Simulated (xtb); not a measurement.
In(Cl)(NH2)2 (ClH4InN2), SMILES [Cl][In]([NH2])[NH2]. All values are semi-empirical tight-binding results from xtb (GFN2-xTB unless named), good for trends rather than for accurate numbers. Geometry: GFN2-xTB. The structure was generated by enumeration; whether it is a known compound was not checked. One conformer was computed; it need not be the lowest.

Optimised geometry:

Bonds (Å): In1–Cl2 2.293, In1–N3 2.052, In1–N6 2.052, N3–H4 1.016, N3–H5 1.015, N6–H7 1.015, N6–H8 1.016. Angles (°): Cl2–In1–N3 117.0, Cl2–In1–N6 117.0, N3–In1–N6 124.1, In1–N3–H4 110.5, In1–N3–H5 112.8, H4–N3–H5 107.3, In1–N6–H7 112.9, In1–N6–H8 110.5, H7–N6–H8 107.2.

For metal compounds this method's bond lengths and energies can be far off.

```yaml
point_group_as_xtb_finds_it: Cs
orbital_gap: 2.88 eV
zero_point_energy: 29.6 kcal/mol
G − E(el) at 298.15 K (modified RRHO): 8.6 kcal/mol
```

### Question
Give the atomic charges and the Wiberg bond orders between heavy atoms. (Estimate from the structure and the level; the computed values follow.)

### Answer
charges (e) In1 0.21, Cl2 -0.17, N3 -0.37, H4 0.18, H5 0.18, N6 -0.37, H7 0.18, H8 0.18. Bond orders In1–Cl2 1.04, In1–N3 0.98, In1–N6 0.98.
